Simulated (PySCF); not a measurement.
# Two-dimensional NMR puzzle

Compound of formula C4H5FN2. Correlations simulated from computed shifts and couplings:

HSQC (one-bond C–H):
| δH | δC | 1J(C,H) (Hz) |
| --- | --- | --- |
| 7.68 | 157.9 | 202 |
| 5.82 | 78.1 | 164 |
| 3.84 | 44.5 | 141 |

COSY cross peaks (|J| ≥ 2 Hz):
| δH | δH | abs. J (Hz) | bonds |
| --- | --- | --- | --- |
| 7.68 | 5.82 | 2.3 | 3 |
| 7.68 | 3.84 | 3.2 | 4 |

HMBC (two and three bonds, |J| ≥ 2.5 Hz):
| δH | δC [abs. J in Hz] |
| --- | --- |
| 7.68 | 78.1 [9.6], 44.5 [15.7] |
| 5.82 | 157.9 [4.7], 117.6 [7.9] |
| 3.84 | 157.9 [9.2] |

Carbons without hydrogens: δ 117.6.

PySCF calculation with shieldings: GIAO PBE0/pcSseg-1, J: B3LYP/pcJ-1 (spin–dipole term only in couplings to heteroatoms) and structure optimised with GFN2-xTB; gas phase, fast rotation and ring inversion assumed for equivalent nuclei, relativity neglected, one conformer.

Scale: 1H and 13C vs TMS (reference shieldings calculated alike).

Exchangeable hydrogens are left out of these lists, and C,H couplings along chains are those of one rotamer, so weak HMBC peaks may be missing or extra.

Work out the connectivity.

## Answers

`C/N=C\[C@H](F)C#N`.

Atom-mapped SMILES (the numbers label the heavy atoms): `[CH3:1]/[N:2]=[CH:3]\[C@H:4]([F:5])[C:6]#[N:7]` (H(Xn): hydrogen on atom n).

- δC 157.9 is C3, a C=N carbon (δH 7.68).
- δC 117.6 is C6, a nitrile carbon.
- δC 78.1 is C4, an sp3 CH bonded to F, α to a nitrile (δH 5.82).
- δC 44.5 is C1, a methyl carbon bonded to N (δH 3.84).
- HMBC from δH 5.82 reaches the proton-free carbon C6.
- COSY links 7.68–5.82, 7.68–3.84.

The data come from this structure; uniqueness wasn't tested.

Common functionals overestimate the size of one-bond C–F couplings by tens of Hz; these are unscaled. Unscaled 3J(H,H) at this level run about 10 % above measured values. Shifts are as computed. Against solution values, carbons near 30 ppm lie about +3 ppm off and those near 130 ppm about +5 ppm. Of 1211 compounds with measured shifts, 218 miss one by over three times the rms of a fit or turn the order of signals round; such compounds aren't used in these exercises. Couplings across =CH–CH2 type bonds come from one rotamer and its mirror image, and can be 1–2 Hz further off. 3J across rotatable bonds or in flexible rings reflects this conformer alone.
